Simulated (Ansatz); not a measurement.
`CNB[SiH3]`, relaxed with RKS PBE0-D4/def2-TZVP in the Gaussian-basis code of Ansatz from a PBE-D4/def2-SVP geometry. The force threshold is 0.005 eV/Å; the program also tests the step.

The species carries charge 0 and has multiplicity 1.

Start:

```xyz
12

C     1.219    0.989    1.469
N     0.390    0.083    0.690
B    -0.160    0.306   -0.575
Si   -1.283   -1.115   -1.474
H     0.747    1.241    2.444
H     1.367    1.927    0.902
H     2.218    0.549    1.683
H     0.220   -0.813    1.157
H     0.068    1.381   -1.108
H    -2.670   -0.620   -1.813
H    -0.664   -1.583   -2.772
H    -1.454   -2.344   -0.603
```

Problem. By how much does the energy fall, and how many steps does the optimiser take? (Best estimate.)

Solution. Ansatz gave: 0.04 eV, in 7 steps.

Problem. Which bonds change most? (Estimate.)

Solution. Computed: B3–H9 from 1.221 to 1.201 Å; Si4–H11 from 1.512 to 1.492 Å; Si4–H12 from 1.515 to 1.495 Å; Si4–H10 from 1.511 to 1.492 Å.

Problem. Give the relaxed structure. (Estimate.)

Solution. Ansatz gave: 
```xyz
12

C     1.207    0.985    1.457
N     0.385    0.077    0.688
B    -0.147    0.299   -0.570
Si   -1.272   -1.112   -1.466
H     0.734    1.239    2.411
H     1.352    1.901    0.887
H     2.188    0.549    1.670
H     0.205   -0.799    1.156
H     0.090    1.354   -1.093
H    -2.645   -0.613   -1.769
H    -0.676   -1.552   -2.761
H    -1.421   -2.328   -0.610
```
